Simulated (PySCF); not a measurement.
# Hartree-Fock beside MP2: B2H3NO

Calculated results; nothing here was measured. They come from PySCF 2.14.0, an open-source quantum chemistry program, on an isolated molecule that a program drew, which may never have been made. The molecule is B2H3NO (charge 0, singlet), drawn as the SMILES string `B=NBO`.

The geometry was optimised and harmonic frequencies were computed with HF and MP2, all in the cc-pVDZ basis, for the commonest isotopes, with a restricted reference for singlets and an unrestricted one otherwise, and a frozen core in MP2. Each result is a local minimum of its method.

Geometry at the HF minimum:
```xyz
7
B2H3NO, angstrom
B    -1.8618   -0.3723    0.0009
N    -0.9017   -1.0649    0.3629
B     0.1696   -1.8750    0.8192
O     1.3177   -1.9273    0.1028
H    -2.7702    0.2834   -0.3420
H     0.0604   -2.5117    1.8354
H     1.9670   -2.4929    0.4897
```

Lengths of the bonds as drawn, in Å (atoms numbered as above):
```
 bond     HF    MP2
B1-N2  1.238  1.266
N2-B3  1.419  1.433
B3-O4  1.354  1.367
B1-H5  1.172  1.180
B3-H6  1.204  1.209
O4-H7  0.944  0.966
```

Rotational constants, in GHz:
| constant | HF | MP2 |
|---|---|---|
| A | 53.25 | 51.44 |
| B | 4.577 | 4.49 |
| C | 4.215 | 4.13 |

Harmonic frequencies in cm^-1, each column in rising order, so a row needn't be the same motion in every method:
```
rank    HF   MP2
   1   169   152
   2   193   179
   3   543   507
   4   614   624
   5   816   706
   6   835   734
   7   958   911
   8  1006   946
   9  1125  1068
  10  1268  1198
  11  1449     ?
  12  2047  1907
  13  2682  2651
  14  2993  2911
  15  4186  3880
```

**Estimate the missing MP2 frequency from the HF column.**

A single factor s that minimises the squared misfit of MP2 against s times HF over the other rows is sum(HF x MP2) / sum(HF^2) = 0.9476, with an rms misfit of 51 cm^-1. For rank 11 it gives 0.9476 x 1449 = 1373 cm^-1. The calculation gives 1393 cm^-1, 20 cm^-1 above the estimate. The drawn bonds are on average 1.3 % longer in MP2 than in HF.
